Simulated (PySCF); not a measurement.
CLiN, SMILES [Li][N][C] (connectivity only; charge and spin as stated), neutral, multiplicity 1.

The structure is a stationary point at PBE-D3(BJ)/def2-TZVPD.

These are HF/def2-TZVPD (PySCF) values and carry that method's errors.

Computed frontier levels, gap, dipole moment and polarisability:
```yaml
highest_occupied_level: -10.89 eV
lowest_empty_level: -0.44 eV
orbital_gap: 10.45 eV
dipole_moment: 1.832 e·Å
quadrupole, principal values (traceless, Buckingham form, about the centre of nuclear charge): -6.19, -6.19, 12.39 D·Å
mean_static_polarisability: 22.6 bohr³ (3.36 Å³)
polarisability_principal_values: 19.4, 19.4, 29.1 bohr³
```
